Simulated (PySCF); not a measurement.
## C₆ coefficients of unlike pairs at BLYP

Calculated with PySCF 2.14 from the dipole response of each species, C₆(A,B) = (3/π) ∫ α_A(iu) α_B(iu) du, in atomic units, from isotropic polarisabilities. For ions this is the dispersion term alone; charge-induced terms of lower order in 1/R come first.

```
species       configuration                                                                      basis      relativity  α (bohr³)  C₆ (like pair)
   In²⁺  [Kr] 4d10 5s1 (2S)                                  aug-cc-pwCVDZ-PP with ECP28MDF (6s5p4d1f)  core potential      12.14           52.15
     Li       [He] 2s1 (2S)                                                  aug-cc-pVTZ-DK (5s4p3d2f)   spin-free X2C      139.2            1087
    Al⁺       [Ne] 3s2 (1S)                                                     def2-TZVPPD (6s5p4d1f)            none      23.31           115.4
   Ge²⁺  [Ar] 3d10 4s2 (1S)  x2c-TZVPPall with one added diffuse shell each of s, p, d type (7s6p5d1f)   spin-free X2C      9.844           36.03
```

Problem. Estimate C₆ for Ge²⁺ with In²⁺.

Solution. The integral gives 42.75. The combination rule 2 C_A C_B / (C_A α_B/α_A + C_B α_A/α_B) gives 43.33 and the geometric mean 43.35.

No spin-orbit coupling is included.

The other pairs:

```csv
pair,C₆
"Al⁺, Li",289.9
"Ge²⁺, Al⁺",62.03
"Ge²⁺, Li",134.9
"Li, In²⁺",161.6
"Al⁺, In²⁺",73.00
```
